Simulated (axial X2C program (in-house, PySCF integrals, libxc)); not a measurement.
Nuclear properties of NaBe⁻

Computed with an axial X2C code built on PySCF integrals: two-component X2C with atomic mean-field Coulomb and Gaunt terms, Gaussian nuclei, basis Na dyall-av3z, Be dyall-av3z with contracted cores.

R = 3.255 Å (near the PBE0 minimum at charge -1 of the determinant lowest at the starting distance; the state shown can have its own minimum elsewhere).

Determinant lowest in the PBE0 search, Ω = 0 (closed shell), highest spinor 46% Na s, 40% Be p, 8% Na p:

| level | qzz Na (a.u.) | qzz Be (a.u.) |
| --- | --- | --- |
| PBE0 | -0.04 | -0.06 |
| LDA | -0.04 | -0.08 |
| B3LYP | -0.04 | -0.07 |
| TPSSh | -0.05 | -0.07 |

qzz is the electric field gradient, eQq0 = 234.96 MHz × Q/barn × qzz. The operators were transformed with the bare-nucleus X2C matrices; with these basis sets, hyperfine constants and field gradients can be off by tens of per cent, and where levels differ in sign neither size nor sign is settled.

Problem. With Q(9Be) = 0.05288 barn (Q from Pyykkö, Mol. Phys. 2018), turn the PBE0 values of the first state into constants in MHz.

Solution. eQq0(9Be) = 234.96 × (0.05288) × (-0.06) = -0.745 MHz.

Each state is one determinant with collinear spin. For an anion, determinants above electron detachment, or with a positive highest level, are held by the basis set. Left out as unconverged or as another state under the same occupation: HF in at least one table. States lie within half an eV, so the first need not be the ground state. Further determinants of the search, some of them spin-mixed, are not shown.
